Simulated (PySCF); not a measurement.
All values below come from PBE-D3(BJ)/def2-TZVP // PBE0-D3(BJ)/def2-TZVP (PySCF). Gas-phase values, no solvent. 

Reference species (SMILES): `[I][AlH][I]` (neutral, multiplicity 1).

```
Item             Result
-------------  --------
HOMO–LUMO gap   4.07 eV
LUMO           -2.61 eV
dipole moment    0.44 D
HOMO           -6.68 eV
```

Changed species: `[Al]([I])([I])[I]` (whole molecule; the reference has whole molecule).

Task: Predict the effect on the HOMO–LUMO gap, LUMO, dipole moment and HOMO.

Result: the HOMO–LUMO gap decreases by 0.12 eV, to 3.95 eV; the LUMO falls by 0.05 eV, to -2.66 eV; the dipole moment falls by 0.44 D, to 0.00 D; the HOMO goes up by 0.07 eV, to -6.61 eV.
